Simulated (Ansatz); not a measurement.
`[SiH3][O][GaH][SiH3]` → `[SiH3][O][GaH2]` + `[SiH2]`  (silylene loss)

Computed with Ansatz on PBE0-D4/def2-TZVP structures; ΔE is electronic, products minus reactants. CCSD(T)/CBS adds triple-zeta CCSD(T) − MP2 to the extrapolated MP2 energy (def2 sets, frozen cores). This one scheme is used for every species. DFT in def2-TZVPP. For Ga outer-core shells are correlated without core-valence functions, which leaves a few kJ/mol of doubt a bond. Scalar relativity is left out up to krypton. One conformer a species, not always the lowest.

`[SiH3][O][GaH][SiH3]`:

Z-matrix (Å, degrees):
```
Si
O 1 1.629
H 1 1.487 2 110.3
H 1 1.488 2 110.3 3 120.2
H 1 1.494 2 111.0 3 -119.9
Ga 2 1.794 1 136.6 3 120.4
Si 6 2.411 2 115.2 1 0.1
H 6 1.564 2 112.2 1 -179.9
H 7 1.488 6 111.3 2 -179.8
H 7 1.488 6 109.9 2 60.0
H 7 1.488 6 110.0 2 -59.4
```

`[SiH3][O][GaH2]`:

Z-matrix (Å, degrees):
```
Si
O 1 1.629
H 1 1.488 2 110.0
H 1 1.492 2 111.4 3 120.2
H 1 1.488 2 110.0 3 -119.7
Ga 2 1.785 1 139.3 3 -120.2
H 6 1.555 2 113.8 1 179.9
H 6 1.561 2 116.0 1 -0.1
```

`[SiH2]`:

Z-matrix (Å, degrees):
```
Si
H 1 1.525
H 1 1.525 2 91.2
```

```
     level  ΔE (eV)
r2SCAN0-D4     2.90
      PBE0     2.77
```

Q: What does CCSD(T)/CBS give? (An estimate is asked.)

A: Ansatz gave: +2.68 eV. The listed levels differ from it by 0.22, 0.09 eV.

Largest T1 diagnostic among the species: 0.014.

From BLYP to BHLYP (50 % exact exchange), in def2-TZVPP and without D4, ΔE moves by +0.17 eV. Leaving LDA and LC-ωPBE aside and taking each functional with its dispersion term where it has one, the values, not all of them listed here, spread over 0.33 eV, from BLYP-D4 to r2SCAN-D4. LDA lies +0.31 eV from PBE without D4. In def2-TZVPP, CCSD(T) changes the Hartree–Fock value by +0.23 eV (the triples alone add +0.06 eV) and MP2 by +0.38 eV.

CCSD(T)/CBS has its own doubt, a few kJ/mol and more with outer-core shells, so smaller differences from it don't rank the levels.
